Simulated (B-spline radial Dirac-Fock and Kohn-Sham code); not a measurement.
## Dipole and non-dipole photoemission parameters of Ti³⁺ 3p1/2

System: Ti³⁺ in the configuration [Ar] 3d1; threshold 79.08 eV (orbital energy of the model). Level of theory: Dirac-Hartree-Slater photoionisation with a Latter tail; cross sections with all multipoles, angular parameters from the dipole term and its interference with E2; a radial B-spline solver.

Input of the calculation (task.json; shells as n, l, electrons):

```json
{"items": [{
  "Z": 22,
  "q": 3,
  "cfg": [[1, 0, 2], [2, 0, 2], [2, 1, 6], [3, 0, 2], [3, 1, 6], [3, 2, 1]],
  "A": 48,
  "rrms": 3.5921,
  "do": "xps",
  "hv": [68.9, 80, 91.3, 100, 101.0, 105.0, 121.0, 200, 270.0, 300, 340.0, 541.0, 593.0, 718.0, 782.0, 1000, 1030.0, 1210.0, 1470.0, 1486.9, 2010.0, 2170.0, 3090.0, 3420.0, 4000, 4160.0, 6150.0, 8047.8, 8520.0, 11100.0]
}]}
```

Launch: `python xray2_run.py task.json out`

For linearly polarised light dσ/dΩ = σ/(4π) [1 + β P₂(cos θ) + (δ + γ cos²θ) sin θ cos φ], with θ from the polarisation vector and φ the angle between the beam and the projection of the electron momentum on the plane normal to the polarisation.

```csv
hν (eV),σ (kb),β,γ,δ
91.3,415,0.300,0.105,0.030
100,432,0.609,0.128,0.016
101,?,?,?,?
105,437,0.741,0.127,0.011
121,435,1.031,0.098,0.002
200,285,1.502,-0.012,-0.001
270,182,1.597,-0.017,0.002
300,153,1.613,-0.009,0.003
340,122,1.624,0.007,0.004
541,47.8,1.610,0.110,0.007
593,39.0,1.599,0.139,0.008
718,25.2,1.565,0.204,0.011
782,20.5,1.547,0.235,0.012
1000,11.2,1.487,0.332,0.017
1030,10.4,1.479,0.344,0.018
1210,6.86,1.431,0.412,0.022
1470,4.08,1.368,0.497,0.029
1486.9,3.95,1.364,0.502,0.030
2010,1.70,1.252,0.639,0.044
2170,1.36,1.222,0.674,0.049
3090,0.474,1.072,0.832,0.076
3420,0.346,1.028,0.877,0.085
4000,0.212,0.958,0.944,0.102
4160,0.187,0.940,0.960,0.106
6150,0.0521,0.766,1.116,0.160
8047.8,0.0210,0.652,1.214,0.206
8520,0.0172,0.629,1.235,0.217
11100,0.00686,0.527,1.329,0.273
```

Problem. Give the values at 101 eV.

Solution. σ = 434 kb, β = 0.638, γ = 0.128, δ = 0.015.
